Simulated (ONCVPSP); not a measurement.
## Sm: variants of one ONCV potential

Base potential:

| Property | Result |
| --- | --- |
| Element | Sm (Z = 62) |
| Generator | ONCVPSP 4.0.1 |
| Type | optimised norm-conserving Vanderbilt (ONCV) |
| Functional | LDA (Perdew-Wang 92) |
| Relativity | scalar-relativistic |
| Frozen core | [Kr] 4d10 |
| Valence charge | 16 |
| Reference configuration | 4f6 5s2 5p6 6s1.75 6p0.25 |
| Partial waves | 5s+6s: rc 2.65 bohr, ncon 3, nbas 7, qcut 4.5 1/bohr, 2 projectors; 5p+6p: rc 2.70 bohr, ncon 4, nbas 8, qcut 5.3 1/bohr, 2 projectors; d scattering state at 0.44 Ha: rc 2.30 bohr, ncon 4, nbas 8, qcut 4.9 1/bohr, 2 projectors, debl 1.3 Ha; 4f: rc 1.25 bohr, ncon 4, nbas 8, qcut 14.1 1/bohr, 2 projectors, debl 2.3 Ha |
| Local potential | polynomial inside 0.95 bohr (lpopt 4, dvloc0 0 Ha) |
| Core correction | Teter function, fcfact 2, rcfact 1.5 |

In the d channel the program set the typed energies aside and used 0.050, 1.350 Ha.

All-electron outer shells of the reference configuration (LDA (PZ), scalar-relativistic, ld1.x):

| shell | level (eV) | outermost node (bohr) | outermost maximum (bohr) |
| --- | --- | --- | --- |
| 4d | -129.01 | 0.28 | 0.59 |
| 5s | -43.73 | 0.69 | 1.27 |
| 5p | -23.66 | 0.74 | 1.43 |
| 6s | -3.93 | 1.70 | 3.57 |
| 4f | -3.00 | – | 0.61 |
| 6p | -1.42 | 2.05 | 4.94 |

Cutoffs, loose and tight: the cutoffs (Ha) at which the residual kinetic energy of the hardest occupied pseudo-wave falls to 1 and 0.1 mHa per electron. They do not see the model core or the augmentation charge, which bear on the density cutoff. Test errors are all-electron minus pseudo excitation energies from the reference, over the configurations 4f6 5s2 5p6 6s2 6p0; 4f6 5s2 5p6 6s1 6p0; 4f6 5s2 5p6 6s0 6p0; 4f6 5s2 5p6 6s0 6p2. A dash means not determined; rows that change the core or the reference have their own tests.

1 further variants are left out, since the program set their typed debl aside.

A true bound ghost makes a file unfit for plane-wave use even where its test errors are small: the radial tests pick states by their node count and pass the ghost by.

```csv
change,outcome,"cutoff, loose","cutoff, tight",bound ghosts,GHOST(+) flags above zero,largest test error (meV)
base,"generated, projector energies reset by the program",83 Ha,91 Ha,s,p,tests left out (the all-electron energies of this program are off by 10 to 40 meV for near-neutral 4f atoms)
core correction none,"generated, projector energies reset by the program",83 Ha,91 Ha,s,p,tests left out (the all-electron energies of this program are off by 10 to 40 meV for near-neutral 4f atoms)
```

Task: What comes out with this change to the base: s: qcut 5.9; p: qcut 6.9; d: qcut 6.4; f: qcut 18.4?

Result: outcome: generated, projector energies reset by the program; cutoff, loose: 118 Ha; cutoff, tight: 135 Ha; bound ghosts: s; GHOST(+) flags above zero: p; largest test error (meV): tests left out (the all-electron energies of this program are off by 10 to 40 meV for near-neutral 4f atoms).

Task: What comes out with this change to the base: reference 4f6 5s2 5p6 6s2; wave 5p+6p: rc 2.70 bohr, ncon 4, nbas 8, qcut 5.3 1/bohr, 2 projectors becomes 5p: rc 2.70 bohr, ncon 4, nbas 8, qcut 5.3 1/bohr, 2 projectors, debl 3.5 Ha?

Result: outcome: generated, projector energies reset by the program; cutoff, loose: 83 Ha; cutoff, tight: 92 Ha; bound ghosts: s; GHOST(+) flags above zero: p; largest test error (meV): tests left out (the all-electron energies of this program are off by 10 to 40 meV for near-neutral 4f atoms).
